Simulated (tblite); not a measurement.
C₃H₁₂O₂SeSi₂.
Numbering: `[CH3:1][O:2][C@@H:3]([CH2:4][SiH2:5][SeH:6])[O:7][SiH3:8]` (hydrogens: H9, H10, H11 on C1; H12 on C3; H13, H14 on C4; H15, H16 on Si5; H17 on Se6; H18, H19, H20 on Si8)

Computed with GFN2-xTB (tblite), gas phase: L-BFGS steps from a force-field or distance-geometry start until the largest atomic force falls under 0.01 eV/Å.

Step 90: E = -745.4228 eV
```
atom  x, y, z in Å  |  force x, y, z in eV/Å
C1      0.8761   -2.5959   -0.1535    0.024  -0.004  -0.022
O2      0.7961   -1.3823    0.5557    0.023  -0.021  -0.010
C3     -0.0484   -0.4046    0.0099   -0.019  -0.004   0.014
C4     -1.2480   -0.0880    0.8855    0.000   0.009   0.031
Si5    -1.8309    1.6391    0.3502    0.004  -0.022   0.103
Se6    -1.8355    1.7448   -1.9230    0.072  -0.082  -0.039
O7      0.6631    0.7738   -0.1666   -0.017   0.004   0.017
Si8     2.2891    0.8509   -0.3579   -0.033   0.006  -0.054
H9     -0.0269   -3.2032   -0.0161    0.002   0.056   0.000
H10     1.7342   -3.1327    0.2492   -0.027   0.029   0.010
H11     1.0273   -2.4127   -1.2226    0.016  -0.064  -0.005
H12    -0.4061   -0.7399   -0.9822    0.021   0.005  -0.043
H13    -0.9245   -0.0710    1.9255    0.010   0.032  -0.040
H14    -2.0089   -0.8610    0.7876    0.020   0.016  -0.021
H15    -3.2288    1.8217    0.7599    0.035  -0.017   0.008
H16    -0.9796    2.6956    0.8753   -0.002   0.047   0.028
H17    -2.9513    2.6358   -2.0333   -0.057   0.043  -0.014
H18     2.3721    2.2916   -0.5711    0.008  -0.065  -0.009
H19     2.6777    0.0472   -1.5244    0.012   0.040   0.018
H20     3.0482    0.4010    0.8067   -0.093  -0.009   0.028
```

Step 91: E = -745.4244 eV
```
atom  x, y, z in Å  |  force x, y, z in eV/Å
C1      0.8773   -2.5982   -0.1547    0.020   0.006  -0.007
O2      0.8006   -1.3806    0.5494   -0.002   0.001  -0.042
C3     -0.0494   -0.4044    0.0060    0.013  -0.005  -0.013
C4     -1.2443   -0.0879    0.8873    0.014  -0.023  -0.021
Si5    -1.8325    1.6361    0.3498    0.011  -0.009   0.074
Se6    -1.8349    1.7519   -1.9252    0.015  -0.051  -0.014
O7      0.6573    0.7771   -0.1731   -0.008   0.006   0.032
Si8     2.2842    0.8555   -0.3543   -0.076  -0.095  -0.111
H9     -0.0288   -3.2010   -0.0177    0.002   0.065  -0.006
H10     1.7297   -3.1360    0.2578   -0.015   0.021   0.008
H11     1.0371   -2.4245   -1.2244    0.005  -0.046   0.012
H12    -0.4073   -0.7397   -0.9866    0.014   0.000  -0.015
H13    -0.9115   -0.0698    1.9233   -0.002   0.037  -0.008
H14    -2.0033   -0.8625    0.7927    0.002   0.007  -0.005
H15    -3.2298    1.8122    0.7628    0.027  -0.012   0.005
H16    -0.9838    2.6974    0.8681    0.003   0.052   0.045
H17    -2.9517    2.6488   -2.0275   -0.009   0.002  -0.015
H18     2.3807    2.2879   -0.5756   -0.005   0.049  -0.022
H19     2.6701    0.0419   -1.5125    0.033   0.027  -0.017
H20     3.0352    0.4063    0.8090   -0.042  -0.033   0.121
```

Step 92: E = -745.4257 eV
```
atom  x, y, z in Å  |  force x, y, z in eV/Å
C1      0.8808   -2.6014   -0.1556    0.010   0.007   0.012
O2      0.8009   -1.3802    0.5430   -0.002   0.012  -0.052
C3     -0.0529   -0.4069   -0.0010    0.017  -0.001  -0.038
C4     -1.2430   -0.0886    0.8864    0.018  -0.033  -0.048
Si5    -1.8340    1.6351    0.3532    0.029   0.013   0.027
Se6    -1.8303    1.7664   -1.9246   -0.037  -0.017   0.031
O7      0.6506    0.7762   -0.1885    0.021  -0.022   0.036
Si8     2.2801    0.8549   -0.3552   -0.027  -0.102  -0.021
H9     -0.0236   -3.2073   -0.0142    0.023   0.081  -0.009
H10     1.7360   -3.1324    0.2603   -0.025   0.017   0.002
H11     1.0397   -2.4342   -1.2262    0.001  -0.037   0.010
H12    -0.4146   -0.7466   -0.9916    0.020   0.008   0.014
H13    -0.9043   -0.0707    1.9199   -0.003   0.033   0.005
H14    -2.0025   -0.8623    0.7940   -0.009  -0.003   0.006
H15    -3.2311    1.8073    0.7667    0.016  -0.011   0.003
H16    -0.9872    2.6970    0.8742    0.001   0.047   0.047
H17    -2.9485    2.6686   -2.0193    0.037  -0.037  -0.015
H18     2.3776    2.2853   -0.5997   -0.010   0.009  -0.016
H19     2.6772    0.0222   -1.4967    0.033   0.034  -0.002
H20     3.0242    0.4280    0.8298   -0.113   0.003   0.008
```

Step 93: E = -745.4274 eV
```
atom  x, y, z in Å  |  force x, y, z in eV/Å
C1      0.8804   -2.6004   -0.1561    0.013   0.005   0.014
O2      0.8012   -1.3797    0.5422    0.017   0.027  -0.033
C3     -0.0511   -0.4043    0.0009    0.017  -0.012  -0.041
C4     -1.2420   -0.0879    0.8869    0.014  -0.022  -0.052
Si5    -1.8330    1.6365    0.3573    0.040   0.024  -0.012
Se6    -1.8310    1.7566   -1.9240   -0.053  -0.001   0.053
O7      0.6521    0.7790   -0.1800   -0.018  -0.001   0.022
Si8     2.2785    0.8534   -0.3564    0.033  -0.034  -0.003
H9     -0.0250   -3.2039   -0.0152    0.016   0.061  -0.005
H10     1.7354   -3.1302    0.2616   -0.028   0.002   0.004
H11     1.0411   -2.4368   -1.2268    0.000  -0.020   0.003
H12    -0.4085   -0.7413   -0.9919    0.001   0.011   0.005
H13    -0.9063   -0.0735    1.9213   -0.001   0.026   0.007
H14    -2.0015   -0.8594    0.7874   -0.032  -0.027   0.019
H15    -3.2290    1.8070    0.7719    0.001  -0.008   0.005
H16    -0.9894    2.7039    0.8730    0.002   0.036   0.045
H17    -2.9481    2.6614   -2.0261    0.052  -0.050  -0.009
H18     2.3827    2.2872   -0.5953   -0.016  -0.044  -0.005
H19     2.6693    0.0269   -1.5026    0.039   0.019  -0.021
H20     3.0192    0.4160    0.8267   -0.098   0.008   0.004
```

Q: Estimate the geometry and energy of step 94. (The exact step hangs on the optimiser's Hessian estimate; all steps are aligned on step 93, rigid shifts and turns removed.)

A: E = -745.4297 eV, largest force 0.127 eV/Å
```
atom  x, y, z in Å  |  force x, y, z in eV/Å
C1      0.8801   -2.6037   -0.1596   -0.007   0.024  -0.001
O2      0.8004   -1.3814    0.5357    0.039   0.056  -0.026
C3     -0.0537   -0.4054   -0.0014    0.021  -0.001  -0.040
C4     -1.2398   -0.0858    0.8904    0.016   0.000  -0.059
Si5    -1.8255    1.6415    0.3629    0.058   0.041  -0.053
Se6    -1.8208    1.7462   -1.9227   -0.083   0.033   0.090
O7      0.6475    0.7795   -0.1847    0.007  -0.030   0.017
Si8     2.2745    0.8553   -0.3571    0.031  -0.002   0.009
H9     -0.0269   -3.2034   -0.0170    0.010   0.035  -0.005
H10     1.7338   -3.1305    0.2632   -0.021  -0.017   0.004
H11     1.0427   -2.4486   -1.2320   -0.002   0.005   0.028
H12    -0.4124   -0.7411   -0.9939   -0.021   0.002   0.009
H13    -0.9007   -0.0685    1.9244   -0.010  -0.008  -0.023
H14    -2.0053   -0.8510    0.7897   -0.022  -0.038   0.046
H15    -3.2219    1.8126    0.7733   -0.015  -0.005   0.007
H16    -0.9859    2.7130    0.8813   -0.009   0.005   0.023
H17    -2.9484    2.6403   -2.0341    0.079  -0.069  -0.007
H18     2.3732    2.2930   -0.5818   -0.007  -0.064  -0.003
H19     2.6775    0.0423   -1.5085    0.025   0.016  -0.021
H20     3.0067    0.4061    0.8267   -0.090   0.015   0.003
```

The energy changes by -0.0023 eV. The first-order estimate −F·Δx gives -0.0035 eV and the mean of the old and new forces, exact on a quadratic surface, -0.0024 eV. The step makes an angle of 72° with the force vector and moves no atom by more than 0.023 Å.

What follows is the cost of the whole relaxation. The run took 3.8 s of wall time on one thread of an Arm Neoverse N1 (shared host).
